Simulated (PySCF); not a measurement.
Molfile (atoms numbered from 1):
```
C5H6F3PSi
     RDKit          3D

 16 15  0  0  0  0  0  0  0  0999 V2000
   -2.5215    1.3319    0.0843 C   0  0  0  0  0  0  0  0  0  0  0  0
   -1.5437   -0.2214    0.5764 Si  0  0  1  0  0  4  0  0  0  0  0  0
   -1.8922   -1.8197   -0.9696 P   0  0  0  0  0  0  0  0  0  0  0  0
    0.2717    0.1723    0.4914 C   0  0  0  0  0  0  0  0  0  0  0  0
    1.4591    0.3790    0.3982 C   0  0  0  0  0  0  0  0  0  0  0  0
    2.8326    0.6804    0.3017 C   0  0  0  0  0  0  0  0  0  0  0  0
    3.1731    1.9789    0.1836 F   0  0  0  0  0  0  0  0  0  0  0  0
    3.7979   -0.2435    0.3215 C   0  0  0  0  0  0  0  0  0  0  0  0
    5.0966   -0.0075    0.2393 F   0  0  0  0  0  0  0  0  0  0  0  0
    3.5553   -1.5419    0.4364 F   0  0  0  0  0  0  0  0  0  0  0  0
   -3.5920    1.1512    0.1234 H   0  0  0  0  0  0  0  0  0  0  0  0
   -2.2990    2.1620    0.7468 H   0  0  0  0  0  0  0  0  0  0  0  0
   -2.2757    1.6375   -0.9292 H   0  0  0  0  0  0  0  0  0  0  0  0
   -1.8035   -0.6166    1.9705 H   0  0  0  0  0  0  0  0  0  0  0  0
   -1.1726   -2.7928   -0.2964 H   0  0  0  0  0  0  0  0  0  0  0  0
   -3.0938   -2.2408   -0.4222 H   0  0  0  0  0  0  0  0  0  0  0  0
  1  2  1  0
  2  3  1  0
  2  4  1  0
  4  5  3  0
  5  6  1  0
  6  7  1  0
  6  8  2  3
  8  9  1  0
  8 10  1  0
  1 11  1  0
  1 12  1  0
  1 13  1  0
  2 14  1  1
  3 15  1  0
  3 16  1  0
M  END
```

PySCF calculation with geometry: GFN2-xTB and shieldings: GIAO PBE0/pcSseg-1; gas phase, fast rotation and ring inversion assumed for equivalent nuclei, no relativistic terms, one computed conformer.

Q: Predict the 2D correlation tables (HSQC, COSY, HMBC).

A: 

HSQC (one-bond C–H):
```csv
δH,δC
0.51 (H11/H12/H13),-1.5 (C1)
```

COSY cross peaks (H two or three bonds apart, from the bond graph; peaks can be absent where the dihedral angle is near 90°):
```csv
δH,δH
5.34 (H14),1.25 (H15/H16)
5.34 (H14),0.51 (H11/H12/H13)
```

HMBC (two and three bonds, from the bond graph):
```csv
δH,δC
5.34 (H14),"118.6 (C4), 99.3 (C5), -1.5 (C1)"
1.25 (H15/H16),"118.6 (C4), -1.5 (C1)"
0.51 (H11/H12/H13),118.6 (C4)
```

Chemical shifts δ = σref − σ; ¹H (31.72 ppm) and ¹³C (186.93 ppm) vs TMS, all at this level.

Shifts are as computed. Against solution values, carbons near 30 ppm lie about +3 ppm off and those near 130 ppm about +5 ppm. Of 1211 compounds with measured shifts, 218 miss one by over three times the rms of a fit or turn the order of signals round; such compounds aren't used in these exercises.
